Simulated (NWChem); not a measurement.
Isomers of C3H2BF3, each optimised at B3LYP/6-31G* with NWChem, gas phase unless a solvent is named. Flexible species stand in one conformer each, which need not be the lowest. Pople sets run with spherical d functions. Relative energies count from the lowest isomer at each level and are electronic, without zero-point energy, on those geometries. Shieldings are non-relativistic GIAO values without spin-orbit effects.

A: FC1=C(F)B(C1)F
B: FC1(C=CB1F)F
C: [C@@H](F)(C#C)B(F)F
D: C#CB(F)C(F)F

```json
[
 {"quantity": "relative energy, PW6B95/def2-TZVP (kcal/mol)", "A": "21.3", "B": "21.5", "C": "0.0", "D": "34.3"},
 {"quantity": "dipole (D), B3LYP/6-31G*", "A": "1.36", "B": "2.69", "C": "1.62", "D": "1.60"},
 {"quantity": "highest harmonic frequency (cm⁻¹), B3LYP/6-31G*", "A": "3097", "B": "3244", "C": "3494", "D": "3484"},
 {"quantity": "11B shift against boron trifluoride, PBE0/pcSseg-1 (ppm)", "A": "29.8", "B": "32.0", "C": "13.1", "D": "22.6"}
]
```
